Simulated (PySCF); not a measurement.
Electron correlation in Cl⁻ (chlorine, charge -1)

[Ar], closed-shell 1S. Computed with PySCF 2.14 in dyall-av2z, with the non-relativistic Hamiltonian (point nucleus). Frozen: [Ne]; 8 electrons correlated; the 16 highest virtual orbitals of each spin left out.

MP2 pair energies summed by pair of shells (mhartree):

| pair | energy | share (%) |
| --- | --- | --- |
| 3p-3p | -126.30 | 75.9 |
| 3s-3p | -32.58 | 19.6 |
| 3s-3s | -7.51 | 4.5 |

Total MP2 correlation energy: -166.38 mhartree.

Same-spin part -44.97 and opposite-spin part -121.41 mhartree; SCS-MP2 scales them by 1/3 and 6/5 to -160.68 mhartree.
